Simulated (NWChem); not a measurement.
System: AlNH₂F₂; SMILES [NH2][Al]([F])[F]

```xyz
6

Al    -0.0004    -0.0353     0.0000
F     -1.4295    -0.8694     0.0000
F      1.4099    -0.9007     0.0000
N      0.0195     1.7134     0.0000
H      0.8593     2.2796     0.0000
H     -0.8066     2.2995     0.0000
```
Atoms are numbered in this order, from 1.

Computed with NWChem. Pople sets run with spherical d functions. Coordinates come from a PBE0/def2-SVP optimisation. Atomic charges in e: unrestrained fits to the electrostatic potential beside Mulliken populations; buried atoms are poorly determined by the fit.

For level Hartree-Fock/6-31G*:

* **ESP Al1**: 1.54
* **Mulliken Al1**: 1.53
* **Mulliken F2**: -0.61
* **Mulliken F3**: -0.61
* **ESP N4**: -1.35
* **Mulliken N4**: -1.09

Question: What are these values for level B3LYP/def2-SVP?

Answer: 
- ESP Al1: 1.31
- Mulliken Al1: 0.97
- Mulliken F2: -0.40
- Mulliken F3: -0.40
- ESP N4: -1.13
- Mulliken N4: -0.43
